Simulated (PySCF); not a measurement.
# From computed data to an observable: chemical shift, span and skew from a shielding tensor

B(F)2(vinyl) (C₂H₃BF₂), SMILES C=CB(F)F. Atoms are numbered in the order given.

```xyz
8

B     -0.0284     0.5187     0.0000
F     -0.7629     1.6217     0.0000
F      1.2881     0.6820     0.0000
C     -0.6730    -0.8896     0.0000
C      0.0710    -2.0073     0.0000
H     -1.7656    -0.9778     0.0000
H     -0.3726    -3.0086     0.0000
H      1.1652    -1.9588     0.0000
```
Charge 0, spin multiplicity 1.

Geometry optimised at B3LYP-D3(BJ)/def2-SVP. Other conformers were not sampled.

GIAO shieldings from PySCF with HF/pcSseg-1, non-relativistic, no solvent. The symmetric part of the tensor of F2 has the principal values 162.3, 351.5, 390.0 ppm. The same nucleus in CFCl3 has σ = 238.5 ppm at this level (PySCF, at its B3LYP-D3(BJ)/def2-TZVP geometry).

Problem. Work out the isotropic shielding, the ¹⁹F shift against CFCl3, the span and the skew.

Solution. 
σ(iso) = (σ11 + σ22 + σ33)/3 = 301.3 ppm. δ = σ(ref) − σ(iso) = 238.5 − (301.3) = -62.8 ppm.
Span Ω = σ33 − σ11 = 227.7 ppm. Skew κ = 3(σ(iso) − σ22)/Ω = -0.66. Tumbling in solution averages the tensor to δ; in a static solid the shielding alone would spread this spin-1/2 line over Ω.
